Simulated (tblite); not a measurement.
Species: C₃H₁₄SSi₃.
Bonds: Si1–C2, C2–C3, C3–C4, C4–Si5, Si5–S6, S6–Si7. Hydrogens: H8, H9, H10 on Si1; H11, H12 on C2; H13, H14 on C3; H15, H16 on C4; H17, H18 on Si5; H19, H20, H21 on Si7.

A start from a force field or distance geometry was refined with GFN2-xTB geometry optimisation, gas phase (tblite 0.8.0). Values at the start:

```tsv
coordinate	start
Si1–C2	1.834 Å
Si1–H8	1.500 Å
C2–C3	1.492 Å
C2–H11	1.124 Å
C3–C4	1.504 Å
C3–H13	1.090 Å
C4–Si5	1.846 Å
C4–H15	1.100 Å
Si5–S6	2.144 Å
Si5–H17	1.461 Å
S6–Si7	2.154 Å
Si7–H19	1.448 Å
Si1–C2–C3	116.5°
C2–C3–C4	114.4°
C3–C4–Si5	113.9°
C4–Si5–S6	107.8°
Si5–S6–Si7	111.5°
```

Problem. How do these coordinates change at the GFN2-xTB level?

Solution. 
```json
{"coordinate": "Si1–C2", "GFN2-xTB (Å or °)": "1.903", "change": "+0.069"}
{"coordinate": "C4–Si5", "GFN2-xTB (Å or °)": "1.891", "change": "+0.045"}
{"coordinate": "Si1–H8", "GFN2-xTB (Å or °)": "1.465", "change": "-0.035"}
{"coordinate": "C2–C3", "GFN2-xTB (Å or °)": "1.525", "change": "+0.033"}
{"coordinate": "C2–H11", "GFN2-xTB (Å or °)": "1.092", "change": "-0.032"}
{"coordinate": "C3–C4", "GFN2-xTB (Å or °)": "1.525", "change": "+0.021"}
{"coordinate": "S6–Si7", "GFN2-xTB (Å or °)": "2.138", "change": "-0.016"}
{"coordinate": "Si7–H19", "GFN2-xTB (Å or °)": "1.458", "change": "+0.010"}
{"coordinate": "Si5–S6", "GFN2-xTB (Å or °)": "2.154", "change": "+0.010"}
{"coordinate": "C4–H15", "GFN2-xTB (Å or °)": "1.092", "change": "-0.008"}
{"coordinate": "C3–H13", "GFN2-xTB (Å or °)": "1.095", "change": "+0.005"}
{"coordinate": "Si5–H17", "GFN2-xTB (Å or °)": "1.464", "change": "+0.003"}
{"coordinate": "Si5–S6–Si7", "GFN2-xTB (Å or °)": "103.3", "change": "-8.2"}
{"coordinate": "C4–Si5–S6", "GFN2-xTB (Å or °)": "105.2", "change": "-2.6"}
{"coordinate": "Si1–C2–C3", "GFN2-xTB (Å or °)": "114.8", "change": "-1.7"}
{"coordinate": "C2–C3–C4", "GFN2-xTB (Å or °)": "113.6", "change": "-0.8"}
{"coordinate": "C3–C4–Si5", "GFN2-xTB (Å or °)": "113.8", "change": "-0.1"}
```

The energy falls by 0.550 eV over 235 L-BFGS steps, the largest force on an atom goes from 2.71 to 0.006 eV/Å, and the atoms move by 0.966 Å rms after alignment. The bond that changes most is Si1–C2 (SiH3 silicon to sp3 carbon bound to silicon), which lengthens by 0.069 Å. Bonds longer at the end by more than 0.005 Å: 6 of 20; shorter: 10. Among the dihedrals that turn most is H10–Si1–C2–H11, from -120° to 168°. Rotational constants go from 3430, 397.9, 377.7 to 2720, 415.4, 397.9 MHz.

Its GFN2-xTB frequencies are all real (lowest 24 cm⁻¹). One conformer, not necessarily the lowest. 3 starts were optimised and ended at 0.00, 0.87 and 0.91 kcal/mol (GFN2-xTB); the lowest of these is shown.

The numbers are calculated, not measured.
